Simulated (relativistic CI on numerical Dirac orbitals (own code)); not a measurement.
**Spin-allowed bands of a d3 ion in a tetrahedral site, by hand**

Problem. Take Δ = 7050 cm⁻¹ and B = 560 cm⁻¹ for a d3 ion in a tetrahedral site. Calculate the three spin-allowed bands.

Working.
1. The terms of highest spin are 4F (energy 0) and 4P (15B = 8400 cm⁻¹). Here the F term splits into A2 at +1.2Δ = 8460, T2 at +0.2Δ = 1410 and T1 at −0.6Δ = -4230 cm⁻¹.
2. The two T1 states mix through the element 0.4Δ: H = [[-4230, 2820], [2820, 8400]], with roots ½(H₁₁ + H₂₂) ∓ ½√[(H₂₂ − H₁₁)² + 4H₁₂²] = ½(4170) ∓ ½(13832) = -4831 and 9001 cm⁻¹.
3. The ground term is 4T1 at -4831 cm⁻¹.
4. Bands: 4T2 6241 cm⁻¹ (1602 nm), 4A2 13291 cm⁻¹ (752 nm), 4T1(P) 13832 cm⁻¹ (723 nm).

Check. Exact diagonalisation of the whole d3 shell with these parameters gives 4T2 6241, 4A2 13291, 4T1 13832 cm⁻¹. The match is exact, since without spin-orbit coupling no other term has this spin. The ratio of the second band to the first, 2.130, depends on Δ/B = 12.6 alone, which is how a Tanabe-Sugano diagram is read.
